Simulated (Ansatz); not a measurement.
MoO2⁻, relaxed as a quartet with UKS PBE-D4/def2-TZVPD in Ansatz, starting from the PBE-D4/def2-TZVPD geometry of the charge -1 doublet. Force threshold 0.02 eV/Å.

In the def2 sets Mo takes a core potential; there is no spin–orbit coupling. The highest occupied level of the charge -1 quartet lies above zero (up to 0.77 eV). It is a level of α spin, whose loss leaves a triplet; that state wasn't run at this geometry and level. The electron is either unbound and held by the finite basis, or the level is raised by self-interaction error. The relaxation made no stability test and no search for a lower SCF solution. The structure comes from a short search, and lower isomers may exist.

Start:

```xyz
3

Mo    0.560   -0.197   -0.098
O     0.258    1.356    0.600
O    -0.819   -1.159   -0.502
```

**Question.** Estimate the energy that the relaxation releases and the steps that it takes.

**Answer.** 0.12 eV, in 3 steps; 2.5 s on 4 threads of Arm Neoverse V1 on a shared host. No frequencies were taken in this run, so the end may be a saddle point.

**Question.** Does the start keep its bonding and symmetry?

**Answer.** By distances, no bond broke or formed. The bond that changes most is Mo1–O2, from 1.73 to 1.75 Å (atoms count from 1). Point group C2v at the start, C2v at the end, both within 0.05 Å.

**Question.** Predict the relaxed structure.

**Answer.** 
```xyz
3

Mo    0.470   -0.165   -0.082
O     0.343    1.432    0.632
O    -0.813   -1.267   -0.550
```
Bond lengths: 2 × Mo–O 1.75 Å.
